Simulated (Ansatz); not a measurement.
Stepwise reaction of `[SiH3]OB(S)O[SiH3]` with hydrogen, as a gas-phase model of exchange steps in deposition or etching. ΔE in kJ/mol.

Calculated with Ansatz (gas phase, PBE0-D4/def2-TZVP geometries, no zero-point term in ΔE). CBS: MP2 limit from def2 TZ/QZ plus the TZ coupled-cluster correction, frozen cores. This one scheme is used for every species. DFT in def2-TZVPP. B3LYP here is the variant with VWN-RPA as its local correlation; programs differ in this. One conformer a species, not always the lowest.

| step | reaction | PBE-D4 | B3LYP-D4 | ωB97M-V | CCSD(T)/CBS |
| --- | --- | --- | --- | --- | --- |
| 1 | `[SiH3]OB(S)O[SiH3]` + H₂ → `[SiH3]OBS` + `O[SiH3]` | 98.7 | 106.9 | 104.0 | 101.9 |
| 2 | `[SiH3]OBS` + H₂ → `BS` + `O[SiH3]` | 97.9 | 102.1 | 97.3 | 97.3 |

(1) By hand: ΔE of the 2 steps together at CCSD(T)/CBS.

## Answers

(1) (101.9) + (97.3) = 199.2 kJ/mol, or 99.6 kJ/mol a step.

In ΔE the steps differ by no more than 4.6 kJ/mol. All are uphill at CCSD(T)/CBS. PBE-D4 differs from CCSD(T)/CBS by -3.2 to 0.6 kJ/mol a step. Isolated molecules leave out the surface, adducts and barriers. Largest T1 diagnostic: 0.015.
